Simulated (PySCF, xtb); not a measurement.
1,3-dichlorobuta-1,2-diene (C4H4Cl2), SMILES CC(Cl)=C=CCl.

GFN2-xTB (xtb) at its own geometry gives an orbital gap of 4.41 eV and a dipole moment of 1.92 D.

Geometry: B3LYP-D3(BJ)/def2-SVP.

Question: What does HF/def2-TZVP in PySCF give? (The exact figures need the calculation; the answer reports its results.)

Answer: gap 13.21 eV (levels -10.22 and 2.99 eV), dipole 2.15 D.
